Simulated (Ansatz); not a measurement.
Gas-phase electronic energies from Ansatz, PBE0-D4/def2-TZVP geometries. CCSD(T)/CBS is the MP2 limit (def2-TZVPP, def2-QZVPP) plus CCSD(T) − MP2 in def2-TZVPP, frozen cores. DFT in def2-TZVPP. HSE06 is defined as in plane-wave codes. For Ga, Mg outer-core shells are correlated without core-valence functions, which leaves a few kJ/mol of doubt a bond. Scalar relativity is left out up to krypton. Each species was taken in one conformer, which may not be the lowest.

Reaction (redistribution): `[CH3][Mg][NH2]` + `[NH2][GaH2]` → `[CH3][MgH]` + `[NH2][GaH][NH2]`

```
         level  ΔE (kJ/mol)  difference from CCSD(T)/CBS
      HSE06-D4         19.7                         -3.5
          PBE0         21.9                         -1.3
       r2SCANh         23.6                          0.4
         HSE06         21.7                         -1.5
     CAM-B3LYP         22.9                         -0.3
       LC-ωPBE         19.7                         -3.5
   HF/def2-SVP         18.1                         -5.1
 CCSD/def2-SVP         23.5                          0.3
MP2/def2-TZVPP         23.1                         -0.1
MP2/def2-QZVPP         24.9                          1.7
   CCSD(T)/CBS         23.2                            0
```

Largest T1 diagnostic among the species: 0.014.

The D4 term adds −4.1 kJ/mol with B3LYP and −2.2 kJ/mol with PBE0; it sums over pairs of atoms, weighted by their polarisabilities, and B3LYP, whose exchange is more repulsive, gets the larger term. From BLYP to BHLYP (50 % exact exchange), in def2-TZVPP and without D4, ΔE moves by −8.7 kJ/mol. In def2-TZVPP, CCSD(T) changes the Hartree–Fock value by +6.6 kJ/mol (the triples alone add +0.4 kJ/mol) and MP2 by +9.2 kJ/mol.

B3LYP here is the variant with VWN-RPA as its local correlation; programs differ in this.
